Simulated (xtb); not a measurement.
H3Ti, SMILES [TiH3+] (connectivity only; charge and spin as stated), charge +1, multiplicity 1. All values are semi-empirical tight-binding results from xtb (GFN2-xTB unless named), good for trends rather than for accurate numbers. Coordinates come from a GFN2-xTB optimisation. The multiplicity is an assumed one; other spin states were not compared.

For metal compounds this method's bond lengths and energies can be far off.

Question: Estimate the properties. (An estimate is asked for; the answer gives what the named calculation found.)

Answer: 
```json
{
 "point_group_as_xtb_finds_it": "C3v",
 "orbital_gap": "1.43 eV",
 "zero_point_energy": "8.3 kcal/mol",
 "G − E(el) at 298.15 K (modified RRHO)": "-5.0 kcal/mol"
}
```
